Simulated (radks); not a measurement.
Task: Coherent X-ray form factor from a spherical all-electron density. Calculated with a radial shooting solver on a logarithmic mesh with Libxc functionals: scalar-relativistic Kohn-Sham, r2SCAN, spin-polarised, spherical densities, finite nucleus; meta-GGA in the generalised Kohn-Sham scheme; Fermi nuclear charge, rms radius of each element as measured or else 0.836 A^(1/3) + 0.57 fm.

sin(theta)/lambda (1/angstrom)  f0 (electrons)
0.05                                    30.961
0.1                                     30.843
0.15                                    30.648
0.2                                     30.381
0.25                                    30.043
0.3                                     29.641
0.4                                     28.666
0.5                                     27.507
0.6                                     26.218
0.8                                     23.453
1                                       20.702
1.25                                    17.553
1.5                                     14.824
2                                       10.568

The species is in the configuration that NIST lists as its ground one. Which atom or ion scatters so?

Result: The samarium ion Sm31+, [Ar] 3d10 4s2 4p1. Extrapolating in s^2 from the first two rows gives f0(0) = 31.0, near the electron count 31; among species with that count, the fall with angle is slower the higher Z, and the table is that of Z = 62; from so few rows the species is fixed only to a neighbour or two.
